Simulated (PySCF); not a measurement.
H3BrSiZn (SMILES [SiH3][Zn][Br]), singlet, geometry from GFN2-xTB (such geometries of metal compounds can be far from the true shape). Base run: M062X/6-31G run with PySCF.

PySCF was given this input:
```python
from pyscf import gto, scf, dft, solvent

mol = gto.M(
    atom='''
Zn   -0.312139   -0.184118    0.334379
Br    1.263598    0.549048   -1.255483
Si   -1.983547   -0.782105    1.930924
H    -2.745793   -1.956104    1.508965
H    -2.941992    0.304535    2.131665
H    -1.404313   -1.092106    3.236959
''',
    basis='6-31g',
    charge=0,
    spin=0,
    verbose=4,
)

mf = dft.RKS(mol)
mf.xc = 'm062x'
mf.kernel()
```

Variants of this job, named by their change:

```
change                                                     ΔE vs base (kcal/mol)  dipole (D)  HOMO-LUMO gap (eV)
---------------------------------------------------------  ---------------------  ----------  ------------------
base                                                                       0.000        2.89                8.28
model = IEF-PCM; solvent = chloroform; vdw_scale = 1.1                    -19.86        3.33                8.55
model = C-PCM; solvent = chloroform                                            …           …                8.56
model = IEF-PCM; solvent = chloroform                                     -12.89        3.34                8.52
model = IEF-PCM; solvent = chloroform; vdw_scale = 1.4                     -5.83        3.29                8.46
model = ddCOSMO; solvent = chloroform                                          …           …                   …
model = IEF-PCM; solvent = chloroform; lebedev_order = 11                 -12.41        3.36                8.51
model = IEF-PCM; solvent = acetonitrile                                        …           …                   …
model = IEF-PCM; solvent = chloroform; vdw_scale = 1.0                    -31.22        3.26                8.56
model = IEF-PCM; solvent = tetrahydrofuran                                -15.13        3.37                8.56
model = IEF-PCM; solvent = chloroform; lebedev_order = 41                 -12.89        3.34                8.52
model = SS(V)PE; solvent = chloroform                                     -12.65        3.35                8.52
```

Q: Some entries are withheld; supply them.

A: 
- model = C-PCM; solvent = chloroform, ΔE vs base (kcal/mol): -14.67
- model = C-PCM; solvent = chloroform, dipole (D): 3.31
- model = ddCOSMO; solvent = chloroform, ΔE vs base (kcal/mol): -17.94
- model = ddCOSMO; solvent = chloroform, dipole (D): 3.14
- model = ddCOSMO; solvent = chloroform, HOMO-LUMO gap (eV): 8.59
- model = IEF-PCM; solvent = acetonitrile, ΔE vs base (kcal/mol): -18.77
- model = IEF-PCM; solvent = acetonitrile, dipole (D): 3.38
- model = IEF-PCM; solvent = acetonitrile, HOMO-LUMO gap (eV): 8.61

The base is the gas phase, so ΔE is the electrostatic part of solvation at a fixed geometry, without cavity and dispersion terms.
